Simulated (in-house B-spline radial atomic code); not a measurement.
Functionals against NIST's ionisation energies along a row: Hf³⁺ to Bi³⁺

Ionisation energies as differences of self-consistent total energies from an all-electron radial atomic-structure program (B-spline basis): all electrons, radial basis limit, scalar-relativistic (one-electron X2C), spin-polarised at highest spin, spherical densities; exact exchange is averaged over the determinants of each configuration. No spin-orbit coupling, Breit or QED terms. NIST's values run from ground level to ground level, so in open shells the differences also hold multiplet and fine-structure energies that spherical high-spin averages miss. Columns give computed minus NIST, in eV; a star marks a semi-empirical value. Species are left out where the tabulated value is theory, is uncertain by more than 0.12 eV, or (13 ions, such as In⁴⁺, Te⁴⁺ and Bi⁴⁺) lies off its series for all methods alike, which flatters the means a little.

```json
{"species": "Hf³⁺", "shell": "5d", "NIST (eV)": "33.37 ± 0.03*", "Hartree-Fock": "-1.39", "LDA VWN5": "-0.06", "RPBE": "-0.42", "B97-1": "-0.54", "OLYP": "-0.35"}
{"species": "Tl³⁺", "shell": "5d", "NIST (eV)": "51.14 ± 0.04", "Hartree-Fock": "-0.98", "LDA VWN5": "+0.71", "RPBE": "+0.32", "B97-1": "+0.35", "OLYP": "+0.57"}
{"species": "Pb³⁺", "shell": "6s", "NIST (eV)": "42.33", "Hartree-Fock": "-1.77", "LDA VWN5": "+1.01", "RPBE": "+0.37", "B97-1": "+0.02", "OLYP": "+0.33"}
{"species": "Bi³⁺", "shell": "6s", "NIST (eV)": "45.37 ± 0.06", "Hartree-Fock": "-2.81", "LDA VWN5": "+0.22", "RPBE": "-0.49", "B97-1": "-0.54", "OLYP": "-0.58"}
```

Question: How do the methods rank, and which species is hardest?

Answer: Mean absolute (signed) differences: B97-1 0.36 (-0.18) eV; RPBE 0.40 (-0.05) eV; OLYP 0.45 (-0.01) eV; LDA VWN5 0.50 (+0.47) eV; Hartree-Fock 1.74 (-1.74) eV. For Tl³⁺, which loses a 5d electron, the nearest method is off by +0.32 eV, the largest such miss. Hartree-Fock comes too low mainly by the correlation energy of the removed electron.
